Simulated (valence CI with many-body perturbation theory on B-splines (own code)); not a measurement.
**Gd15+: electric-dipole lines**

Level of theory: configuration interaction combined with many-body perturbation theory (CI+MBPT): three valence electrons over a frozen Dirac-Fock core [Kr] 4d10, a basis of 8 s, 8 p, 9 d, 9 f, 6 g, 3 h, 2 i functions for each j, with the one-electron correlation potential Σ1 (screened to all orders), the two-electron term Σ2, the three-electron term Σ3, Breit, model QED; selected single and double excitations, second order for the rest (own B-spline code, finite nucleus).

No measured spectrum was set against this ion. As an estimate, terms of the open shell hold to a few per cent of their energy, and close levels can change places; configurations with another count of f electrons can be misplaced by thousands of cm⁻¹. Core correlation moves these levels by up to 36000 cm⁻¹, and in measured spectra 5 to 20 % of such shifts remained as error; rates that hang on mixing are uncertain with them.

Lines 151 to 200 of 200 in falling wavelength, among levels below 14.691 eV, chosen from the strongest by gf and those to the six lowest levels. Wavelengths and rates use the calculated energies, so an error of 2000 cm⁻¹ moves a line at 1571 Å by 3.1 % and its rate by three times that or more. Electric multipoles are in the length gauge, E1 and E2 with the static RPA response of the core. Weak lines are less certain than strong ones. Lines between different terms over intervals too small for the method are left out, as are lines whose strength nearly cancels. Where a level lies close to another of its J and parity, the split of strength between their lines is uncertain. The highest levels of a list are the least certain.

Names give the largest LS component (configuration and term), which can be under half, so a name can repeat, a term be missing and a line seem to break the LS rules; names also repeat where a configuration has a term twice. Letters in brackets count levels of one name in rising energy.

| λ vac (Å) | Upper | Lower | A (s⁻¹) | log gf | Branch % |
| --- | --- | --- | --- | --- | --- |
| 1571 | 4f²5s ²P_3/2 | 4f³ ⁴D°_3/2 | 5.04e+02 | -6.13 | 0.5 |
| 1557 | 4f²5s ²D_5/2 | 4f³ ²G°_7/2 [a] | 3.44e+02 | -6.13 | 1.5 |
| 1531 | 4f²5s ²P_3/2 | 4f³ ²P°_3/2 | 2.59e+04 | -4.44 | 24.6 |
| 1529 | 4f²5s ²I_13/2 | 4f³ ²K°_15/2 | 4.85e+03 | -4.62 | 24.6 |
| 1512 | 4f²5s ⁴H_11/2 | 4f³ ⁴I°_9/2 | 1.50e-01 | -9.21 | 0.0 |
| 1501 | 4f²5s ⁴H_13/2 | 4f³ ⁴I°_11/2 | 4.57e-01 | -8.66 | 0.0 |
| 1485 | 4f²5s ²F_7/2 | 4f³ ²H°_9/2 [a] | 1.73e+03 | -5.34 | 17.3 |
| 1481 | 4f²5s ²H_9/2 | 4f³ ⁴I°_11/2 | 4.51e+02 | -5.83 | 15.9 |
| 1465 | 4f²5s ⁴P_5/2 | 4f³ ²D°_3/2 [a] | 5.89e+03 | -4.94 | 14.2 |
| 1440 | 4f²5s ²P_1/2 | 4f³ ²P°_1/2 | 2.37e+04 | -4.83 | 22.1 |
| 1424 | 4f²5s ²I_13/2 | 4f³ ²K°_13/2 | 2.74e+03 | -4.93 | 14.0 |
| 1422 | 4f²5s ²I_11/2 | 4f³ ²K°_13/2 | 1.38e+04 | -4.30 | 55.5 |
| 1418 | 4f²5s ²D_5/2 | 4f³ ⁴S°_3/2 | 1.31e+04 | -4.62 | 57.1 |
| 1416 | 4f²5s ⁴F_9/2 | 4f³ ⁴I°_11/2 | 4.93e-01 | -8.83 | 0.0 |
| 1402 | 4f²5s ²D_3/2 | 4f³ ⁴S°_3/2 | 3.13e+02 | -6.43 | 2.1 |
| 1397 | 4f²5s ²P_3/2 | 4f³ ²D°_5/2 [a] | 4.32e+04 | -4.30 | 41.1 |
| 1392 | 4f²5s ²H_11/2 | 4f³ ⁴I°_13/2 | 7.66e+01 | -6.57 | 1.8 |
| 1379 | 4f²5s ²H_9/2 | 4f³ ⁴I°_9/2 | 2.92e+02 | -6.08 | 10.3 |
| 1366 | 4f²5s ²P_3/2 | 4f³ ²P°_1/2 | 2.61e+03 | -5.53 | 2.5 |
| 1358 | 4f²5s ⁴F_7/2 | 4f³ ⁴I°_9/2 | 8.89e+01 | -6.71 | 2.4 |
| 1358 | 4f²5s ²P_1/2 | 4f³ ²D°_3/2 [a] | 4.12e+04 | -4.64 | 38.4 |
| 1332 | 4f²5s ²I_13/2 | 4f³ ²H°_11/2 [a] | 2.72e+02 | -5.99 | 1.4 |
| 1332 | 4f²5s ⁴P_1/2 | 4f³ ⁴S°_3/2 | 1.69e+04 | -5.05 | 80.6 |
| 1323 | 4f²5s ⁴F_9/2 | 4f³ ⁴I°_9/2 | 4.02e+02 | -5.98 | 10.0 |
| 1321 | 4f²5s ²D_5/2 | 4f³ ⁴F°_3/2 | 5.40e+02 | -6.07 | 2.4 |
| 1308 | 4f²5s ²D_3/2 | 4f³ ⁴F°_3/2 | 4.00e+02 | -6.39 | 2.7 |
| 1302 | 4f²5s ²H_11/2 | 4f³ ⁴I°_11/2 | 2.29e+02 | -6.16 | 5.3 |
| 1292 | 4f²5s ²P_3/2 | 4f³ ²D°_3/2 [a] | 5.63e+03 | -5.25 | 5.4 |
| 1290 | 4f²5s ⁴P_3/2 | 4f³ ⁴S°_3/2 | 2.89e+04 | -4.54 | 84.8 |
| 1251 | 4f²5s ²G_9/2 | 4f³ ⁴I°_11/2 | 1.24e+02 | -6.54 | 3.3 |
| 1248 | 4f²5s ²G_7/2 | 4f³ ⁴I°_9/2 | 1.36e+03 | -5.60 | 21.4 |
| 1246 | 4f²5s ⁴P_1/2 | 4f³ ⁴F°_3/2 | 3.55e+02 | -6.78 | 1.7 |
| 1224 | 4f²5s ⁴P_5/2 | 4f³ ⁴S°_3/2 | 2.49e+04 | -4.47 | 60.1 |
| 1223 | 4f²5s ²H_11/2 | 4f³ ⁴I°_9/2 | 6.47e+00 | -7.76 | 0.1 |
| 1210 | 4f²5s ⁴P_3/2 | 4f³ ⁴F°_3/2 | 9.16e+02 | -6.09 | 2.7 |
| 1197 | 4f²5s ²I_11/2 | 4f³ ²H°_9/2 [a] | 1.26e+02 | -6.49 | 0.5 |
| 1192 | 4f²5s ⁴P_5/2 | 4f³ ⁴F°_5/2 | 3.04e+02 | -6.41 | 0.7 |
| 1178 | 4f²5s ²G_9/2 | 4f³ ⁴I°_9/2 | 1.98e+02 | -6.38 | 5.3 |
| 1152 | 4f²5s ⁴P_5/2 | 4f³ ⁴F°_3/2 | 2.35e+01 | -7.55 | 0.1 |
| 1149 | 4f²5s ²P_1/2 | 4f³ ⁴S°_3/2 | 6.95e+03 | -5.56 | 6.5 |
| 1106 | 4f²5s ²F_7/2 | 4f³ ⁴I°_9/2 | 7.66e+01 | -6.95 | 0.8 |
| 1101 | 4f²5s ²P_3/2 | 4f³ ⁴S°_3/2 | 8.72e+03 | -5.20 | 8.3 |
| 1093 | 4f²5s ²I_13/2 | 4f³ ⁴I°_15/2 | 2.60e+02 | -6.19 | 1.3 |
| 1085 | 4f²5s ²P_1/2 | 4f³ ⁴F°_3/2 | 1.02e+04 | -5.44 | 9.6 |
| 1075 | 4f²5s ²P_3/2 | 4f³ ⁴F°_5/2 | 3.43e+03 | -5.62 | 3.3 |
| 1036 | 4f²5s ²I_13/2 | 4f³ ⁴I°_13/2 | 2.36e+02 | -6.27 | 1.2 |
| 1035 | 4f²5s ²I_11/2 | 4f³ ⁴I°_13/2 | 2.14e+02 | -6.39 | 0.9 |
| 985.3 | 4f²5s ²I_13/2 | 4f³ ⁴I°_11/2 | 1.30e+00 | -8.58 | 0.0 |
| 984.3 | 4f²5s ²I_11/2 | 4f³ ⁴I°_11/2 | 8.99e+01 | -6.81 | 0.4 |
| 938.4 | 4f²5s ²I_11/2 | 4f³ ⁴I°_9/2 | 3.19e+01 | -7.30 | 0.1 |

Task: How does gf follow from A for the line at 1308 Å?

Result: gf = 1.4992 × (2J+1)_upper × A / σ², with σ = 76441 cm⁻¹ and 2J+1 = 4: gf = 4.10e-07.
